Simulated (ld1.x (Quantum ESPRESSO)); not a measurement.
**Plane-wave convergence, ultrasoft potential for Pb**

Pb (Z = 82), ultrasoft, made with ld1.x (Quantum ESPRESSO) 7.5 (PBE, scalar-relativistic). Core [Xe] 4f14 5d10, reference 6s2 6p2. Waves: 6s (bound): rcut 1.60, rcutus 1.95 bohr; 6s channel at 3.6 Ry: rcut 1.60, rcutus 1.95 bohr; 6p (bound): rcut 1.80, rcutus 2.35 bohr; 6p channel at 1.1 Ry: rcut 1.80, rcutus 2.35 bohr; 6d channel at 0.05 Ry: rcut 1.90, rcutus 2.10 bohr; 6d channel at 2.1 Ry: rcut 1.90, rcutus 2.10 bohr. Local part: all-electron potential smoothed inside 2.15 bohr (lloc = -1). Core correction: none. Augmentation charge: built from norm-conserving waves at rcut, not smoothed further.

The pseudo-atom Hamiltonian at the reference potential is diagonalised in spherical Bessel functions j_l(qr) that vanish at 20 bohr, with q² up to the cutoff. All-electron valence levels (Ry): 6s -0.8849, 6p -0.2571.

**Question.** How do the lowest levels (Ry) of each channel move with the cutoff, and are there ghosts?

**Answer.**

| cutoff (Ry) | s #1 | s #2 | p #1 | p #2 | d #1 | d #2 | f #1 | Σ f·Δε (mRy) |
| --- | --- | --- | --- | --- | --- | --- | --- | --- |
| 8 | -0.8780 | -0.0411 | -0.2566 | 0.0215 | 0.0437 | 0.1254 | 0.1025 | 15.3 |
| 10 | -0.8834 | -0.0418 | -0.2570 | 0.0215 | 0.0436 | 0.1250 | 0.1025 | 3.8 |
| 12 | -0.8846 | -0.0420 | -0.2571 | 0.0215 | 0.0435 | 0.1247 | 0.1025 | 1.3 |
| 15 | -0.8847 | -0.0420 | -0.2571 | 0.0215 | 0.0435 | 0.1247 | 0.1025 | 1.1 |
| 18 | -0.8848 | -0.0420 | -0.2571 | 0.0215 | 0.0435 | 0.1247 | 0.1025 | 0.7 |
| 21 | -0.8850 | -0.0420 | -0.2571 | 0.0215 | 0.0434 | 0.1245 | 0.1025 | 0.4 |
| 25 | -0.8850 | -0.0420 | -0.2571 | 0.0215 | 0.0432 | 0.1240 | 0.1025 | 0.2 |
| 400 | -0.8851 | -0.0420 | -0.2571 | 0.0215 | -0.4534 | 0.0446 | 0.1025 | 0.0 |

Result: ghost state, extra bound levels that the all-electron valence spectrum of the same l lacks: d at -6.2 eV (a true bound ghost makes a file unfit for plane-wave use); 10 mRy is reached at 10 Ry and 1 mRy at 18 Ry.
